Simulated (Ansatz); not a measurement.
C3H9ClFNO2W (`C[N]=[W]([F])([Cl])([O]C)[O]C`), relaxed with RKS PBE0-D4/def2-TZVP in Ansatz from a PBE-D4/def2-SVP geometry. The force threshold is 0.005 eV/Å; the program also tests the step.

The species carries charge 0 and has multiplicity 1. W takes the def2 core potential.

Start:

```xyz
18

C     1.169   -0.471   -2.480
N     0.883   -0.230   -1.115
W     0.497    0.019    0.563
F    -1.435    0.215    0.460
Cl    2.578   -0.072    1.630
O     0.400    1.898    0.805
C    -0.464    2.972    0.555
O     0.011   -1.681    1.250
C    -1.095   -2.537    1.344
H     2.092    0.068   -2.792
H     0.334   -0.114   -3.123
H     1.318   -1.557   -2.679
H    -0.200    3.472   -0.404
H    -1.513    2.606    0.495
H    -0.388    3.715    1.378
H    -1.013   -3.361    0.600
H    -1.145   -2.979    2.362
H    -2.030   -1.964    1.151
```

Q: By how much does the energy fall, and how many steps does the optimiser take? (Estimate.)

A: Ansatz gave: 2.63 kcal/mol, in 22 steps, 4 of them rejected.

Q: Which bonds change most? (Estimate.)

A: The calculation gave: W3–O8 from 1.897 to 1.869 Å; W3–O6 from 1.897 to 1.870 Å; N2–W3 from 1.740 to 1.716 Å; W3–Cl5 from 2.340 to 2.320 Å.

Q: Give the relaxed structure. (Best estimate.)

A: Computed: 
```xyz
18

C     1.153   -0.476   -2.460
N     0.864   -0.252   -1.097
W     0.475    0.017    0.552
F    -1.433    0.227    0.401
Cl    2.538   -0.089    1.608
O     0.401    1.866    0.817
C    -0.434    2.954    0.559
O    -0.020   -1.629    1.288
C    -1.101   -2.510    1.326
H     1.898    0.241   -2.819
H     0.243   -0.356   -3.058
H     1.537   -1.489   -2.614
H    -0.147    3.432   -0.383
H    -1.473    2.616    0.491
H    -0.342    3.680    1.370
H    -0.976   -3.290    0.569
H    -1.152   -2.977    2.313
H    -2.031   -1.965    1.135
```
